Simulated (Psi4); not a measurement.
H₃HfO₃, doublet, geometry from GFN2-xTB (such geometries of metal compounds can be far from the true shape) (the multiplicity is a formal guess) (core potentials on Hf); M06-2X/def2-SVP run with Psi4.

Input for Psi4:
```
memory 2 GB

molecule mol {
0 2
  Hf    0.020035   -0.041425    0.046664
  O     1.502192   -0.121775   -1.075327
  H     1.506579    0.404216   -1.885238
  O    -0.479778   -0.819681    1.659445
  H    -1.341653   -0.587592    2.027759
  O    -1.119159    1.145423   -0.815480
  H    -0.833489    1.534236   -1.651433
}

set basis def2-svp
set reference uks
set dft_spherical_points 974

energy('m06-2x')
print_variables()
```

Output, abridged:

```
   => Loading Basis Set <=

    Name: DEF2-SVP
    Role: ORBITAL
    Keyword: BASIS

    !!!  WARNING: ECP capability is in beta. Please check occupations closely.  !!!

         ---------------------------------------------------------
                                   SCF
               by Justin Turney, Rob Parrish, Andy Simmonett
                          and Daniel G. A. Smith
                              UKS Reference
         ---------------------------------------------------------

  ==> Geometry <==

    Molecular point group: c1
    Full point group: C1

    Geometry (in Angstrom), charge = 0, multiplicity = 2:

       Center              X                  Y                   Z               Mass
    ------------   -----------------  -----------------  -----------------  -----------------
         HF           0.014042455694    -0.029169696602     0.032913726158   179.946557000000
         O            1.496199455694    -0.109519696602    -1.089077273842    15.994914619570
         H            1.500586455694     0.416471303398    -1.898988273842     1.007825032230
         O           -0.485770544306    -0.807425696602     1.645694726158    15.994914619570
         H           -1.347645544306    -0.575336696602     2.014008726158     1.007825032230
         O           -1.125151544306     1.157678303398    -0.829230273842    15.994914619570
         H           -0.839481544306     1.546491303398    -1.665183273842     1.007825032230

  Running in c1 symmetry.

  Rotational constants: A =      0.23656  B =      0.14979  C =      0.09172 [cm^-1]
  Rotational constants: A =   7092.03830  B =   4490.49407  C =   2749.55035 [MHz]
  Nuclear repulsion =  142.384895003254229

  Charge       = 0
  Multiplicity = 2
  Electrons    = 39
  Nalpha       = 20
  Nbeta        = 19

  ==> Algorithm <==

  SCF Algorithm Type is DF.
  DIIS enabled.
  MOM disabled.
  Fractional occupation disabled.
  Guess Type is SAD.
  Energy threshold   = 1.00e-06
  Density threshold  = 1.00e-06
  Integral threshold = 1.00e-12

  ==> Primary Basis <==

  Basis Set: DEF2-SVP
    Blend: DEF2-SVP
    Number of shells: 39
    Number of basis functions: 89
    Number of Cartesian functions: 97
    Spherical Harmonics?: true
    Max angular momentum: 3

  Core potential: DEF2-SVP
    Number of shells: 4
    Number of ECP primitives: 10
    Number of ECP core electrons: 60
    Max angular momentum: 3

  ==> DFT Potential <==

   => LibXC <=

    Version 7.1.2
    S. Lehtola, C. Steigemann, M. J. T. Oliveira, and M. A. L. Marques,  SoftwareX 7, 1–5 (2018) (10.1016/j.softx.2017.11.002)

   => Composite Functional: M06-2X <=

    Hybrid M06-2X Meta-GGA XC Functional  (10.1007/s00214-007-0310-x)
    Y. Zhao and D. G. Truhlar,  Theor. Chem. Acc., 120, 215, 2008

    Deriv               =              1
    GGA                 =           TRUE
    Meta                =           TRUE

    Exchange Hybrid     =           TRUE
    MP2 Hybrid          =          FALSE

   => Exchange Functionals <=

    1.0000   XC_HYB_MGGA_X_M06_2X

   => Exact (HF) Exchange <=

    0.5400               HF

   => Correlation Functionals <=

    1.0000   XC_MGGA_C_M06_2X

   => LibXC Density Thresholds  <==

    XC_MGGA_C_M06_2X:  1.00E-12
    XC_HYB_MGGA_X_M06_2X:  1.00E-15

   => Molecular Quadrature <=

    Radial Scheme          =       TREUTLER
    Pruning Scheme         =           NONE
    Nuclear Scheme         =       TREUTLER

    Blocking Scheme        =         OCTREE
    BS radius alpha        =              1
    Pruning alpha          =              1
    Radial Points          =             75
    Spherical Points       =            974
    Total Points           =         491144
    Total Blocks           =           3507
    Max Points             =            256
    Max Functions          =             87
    Weights Tolerance      =       1.00E-15

   => Loading Basis Set <=

    Name: (DEF2-SVP AUX)
    Role: JKFIT
    Keyword: DF_BASIS_SCF

  ==> Integral Setup <==

  SCF_SUBTYPE=INCORE selected. In-core MEM_DF algorithm will be used.
  Using in-core AOs.

  ==> MemDFJK: Density-Fitted J/K Matrices <==

    J tasked:                   Yes
    K tasked:                   Yes
    wK tasked:                   No
    Algorithm:                 Core
    Schwarz Cutoff:           1E-12
    Mask sparsity (%):       1.9442
    Fitting Condition:        1E-10

   => Auxiliary Basis Set <=

  Basis Set: (DEF2-SVP AUX)
    Blend: DEF2-UNIVERSAL-JKFIT
    Number of shells: 138
    Number of basis functions: 512
    Number of Cartesian functions: 680
    Spherical Harmonics?: true
    Max angular momentum: 6

  Minimum eigenvalue in the overlap matrix is 1.3441133312E-02.
  Reciprocal condition number of the overlap matrix is 2.9469762538E-03.
    Using symmetric orthogonalization.

  ==> Pre-Iterations <==

  SCF Guess: Superposition of Atomic Densities via on-the-fly atomic UHF (no occupation information).

   -------------------------
    Irrep   Nso     Nmo
   -------------------------
     A         89      89
   -------------------------
    Total      89      89
   -------------------------

  ==> Iterations <==

                           Total Energy        Delta E     RMS |[F,P]|

   @DF-UKS iter SAD:  -274.19526302346901   -2.74195e+02   0.00000e+00
   @DF-UKS iter   1:  -274.77870452936213   -5.83442e-01   1.19978e-02 DIIS/ADIIS
   @DF-UKS iter   2:  -274.30854124015104    4.70163e-01   1.72996e-02 DIIS/ADIIS
   @DF-UKS iter   3:  -275.23633508424183   -9.27794e-01   9.48514e-04 DIIS/ADIIS
   @DF-UKS iter   4:  -275.24042923715587   -4.09415e-03   3.67579e-04 DIIS/ADIIS
   @DF-UKS iter   5:  -275.24113054955831   -7.01312e-04   1.51487e-04 DIIS/ADIIS
   @DF-UKS iter   6:  -275.24125365305008   -1.23103e-04   5.76415e-05 DIIS
   @DF-UKS iter   7:  -275.24131285005905   -5.91970e-05   1.71835e-05 DIIS
   @DF-UKS iter   8:  -275.24132341907512   -1.05690e-05   4.16137e-06 DIIS
   @DF-UKS iter   9:  -275.24132390546106   -4.86386e-07   1.38213e-06 DIIS
   @DF-UKS iter  10:  -275.24132394485019   -3.93891e-08   8.50367e-07 DIIS
  Energy and wave function converged.

  ==> Post-Iterations <==

   Electrons on quadrature grid:
      Nalpha   =   20.0000004675 ; deviation = 4.675e-07
      Nbeta    =   19.0000004866 ; deviation = 4.866e-07
      Ntotal   =   39.0000009541 ; deviation = 9.541e-07

   @Spin Contamination Metric:   1.180899439E-03
   @S^2 Expected:                7.500000000E-01
   @S^2 Observed:                7.511808994E-01
   @S   Expected:                5.000000000E-01
   @S   Observed:                5.000000000E-01

    Orbital Energies [Eh]
    ---------------------

    Alpha Occupied:

[...]
    Alpha Virtual:

[...]
    Beta Occupied:

[...]
      19A     -0.375644

    Beta Virtual:

[...]
      89A    706.933458

    Final Occupation by Irrep:
              A
    DOCC [    19 ]
    SOCC [     1 ]
    NA   [    20 ]
    NB   [    19 ]

  @DF-UKS Final Energy:  -275.24132394485019

   => Energetics <=

    Nuclear Repulsion Energy =            142.3848950032542291
    One-Electron Energy =                -675.9839149017033151
    Two-Electron Energy =                 274.2668733335698334
    DFT Exchange-Correlation Energy =     -15.9091773799709024
    Empirical Dispersion Energy =           0.0000000000000000
    VV10 Nonlocal Energy =                  0.0000000000000000
    Total Energy =                       -275.2413239448501940

  UHF NO Occupations:
  HONO-2 :   18  A 1.9998960
  HONO-1 :   19  A 1.9997902
  HONO-0 :   20  A 1.0000000
  LUNO+0 :   21  A 0.0002098
  LUNO+1 :   22  A 0.0001040
  LUNO+2 :   23  A 0.0000841
  LUNO+3 :   24  A 0.0000730

Computation Completed

Properties will be evaluated at   0.000000,   0.000000,   0.000000 [a0]

Properties computed using the SCF density matrix

 Multipole Moments:

 ------------------------------------------------------------------------------------
     Multipole            Electronic (a.u.)      Nuclear  (a.u.)        Total (a.u.)
 ------------------------------------------------------------------------------------

 L = 1.  Multiply by 2.5417464519 to convert [e a0] to [Debye]
 Dipole X            :          2.4148997           -2.7132919           -0.2983922
 Dipole Y            :         -5.0356656            5.6001142            0.5644486
 Dipole Z            :          5.6898038           -6.3043166           -0.6145128
 Magnitude           :                                                    0.8861524

 ------------------------------------------------------------------------------------

  Variable Map:
  ----------------------------------------------------------------------------
[...]
  Array Variable Map:
  ----------------------------------------------------------------------------
[...]
[...]
```
